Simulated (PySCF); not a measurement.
# Barium: a sound run and one with changed settings

Sound run: Ba⁺ [Xe] 6s1, Ba²⁺ [Xe]. Computed with PySCF 2.14 in def2-TZVP with the def2 core potential (46 electrons), with scalar relativity through the core potential. The sound run starts from symmetry-adapted Hartree-Fock orbitals and uses a fine grid where one is needed.

Changed run: radial step 0.8 in ln r (0.13 in the sound run). This setting is unsound on purpose.

| species | method | sound run (hartree) | changed run (hartree) | converged |
| --- | --- | --- | --- | --- |
| Ba⁺ | UHF | -24.93825 | -24.93825 | yes |
| Ba⁺ | M06-L | -25.25253 | -26.08854 | yes |
| Ba⁺ | TPSS | -25.27238 | -25.99574 | yes |
| Ba²⁺ | UHF | -24.59482 | -24.59482 | yes |
| Ba²⁺ | M06-L | -24.91235 | -25.79898 | yes |
| Ba²⁺ | TPSS | -24.91255 | -25.63005 | yes |

Ionisation energy of Ba⁺:

```json
{"method": "UHF", "sound run (eV)": "9.345", "changed run (eV)": "9.345"}
{"method": "M06-L", "sound run (eV)": "9.257", "changed run (eV)": "7.879"}
{"method": "TPSS", "sound run (eV)": "9.792", "changed run (eV)": "9.951"}
```

A coarse radial grid mis-integrates the density and the exchange-correlation energy, with errors of either sign; Hartree-Fock needs no grid.

For comparison, NIST gives 10.004 eV between the lowest levels.
